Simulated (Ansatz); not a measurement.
`BCC(=N)N` + `[CH3][Ge]([F])([F])[AlH2]` → `[BH2][Ge]([F])([F])[AlH2]` + `CCC(=N)N`  (formal exchange of groups at a B–C bond)

Calculated with Ansatz (gas phase, PBE0-D4/def2-TZVP geometries, no zero-point term in ΔE). CCSD(T)/CBS adds triple-zeta CCSD(T) − MP2 to the extrapolated MP2 energy (def2 sets, frozen cores). DFT in def2-TZVPP. For Ge outer-core shells are correlated without core-valence functions, which leaves a few kJ/mol of doubt a bond. Scalar relativity is left out up to krypton. Each species was taken in one conformer, which may not be the lowest.

| species | PBE energy (Eh) |
| --- | --- |
| `BCC(=N)N` | -214.55104 |
| `[CH3][Ge]([F])([F])[AlH2]` | -2559.72407 |
| `[BH2][Ge]([F])([F])[AlH2]` | -2545.81464 |
| `CCC(=N)N` | -228.43718 |

Q: Work out ΔE.

A: ΔE = (-2545.81464) + (-228.43718) − (-214.55104) − (-2559.72407) = 0.02329 Eh = +61.1 kJ/mol. CCSD(T)/CBS gives +62.0 kJ/mol.

Largest T1 diagnostic among the species: 0.013.

In def2-TZVPP, CCSD(T) changes the Hartree–Fock value by +4.6 kJ/mol (the triples alone add +1.0 kJ/mol) and MP2 by +11.0 kJ/mol.
